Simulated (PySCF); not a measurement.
# How methods differ on the excitation energy of Sn²⁺

Sn²⁺ [Kr] 4d10 5s2 (1S) → Sn²⁺ [Kr] 4d10 5s1 5d1 (3D), as a difference of total energies. Calculation: PySCF 2.14, in aug-cc-pVQZ-PP with one added diffuse shell each of s, p, d, f, g type with ECP28MDF (8s8p6d4f3g, 117 functions); a scalar-relativistic core potential. Correlated levels: valence: 4s2 4p6 4d10 frozen. The calculations carry no spin-orbit coupling.

```json
{"method": "UHF", "excitation energy (cm⁻¹)": "129180"}
{"method": "LDA", "excitation energy (cm⁻¹)": "141680"}
{"method": "PBE", "excitation energy (cm⁻¹)": "137430"}
{"method": "PBE0", "excitation energy (cm⁻¹)": "136500"}
{"method": "r2SCAN", "excitation energy (cm⁻¹)": "136840"}
{"method": "CAM-B3LYP", "excitation energy (cm⁻¹)": "140630"}
{"method": "wB97M-V", "excitation energy (cm⁻¹)": "139630"}
{"method": "M06", "excitation energy (cm⁻¹)": "139910"}
{"method": "MP2 (valence)", "excitation energy (cm⁻¹)": "133730"}
{"method": "SCS-MP2 (valence)", "excitation energy (cm⁻¹)": "135650"}
```

The promoted electron is Rydberg-like, and one or two diffuse shells describe it only roughly, which tends to raise the upper state.
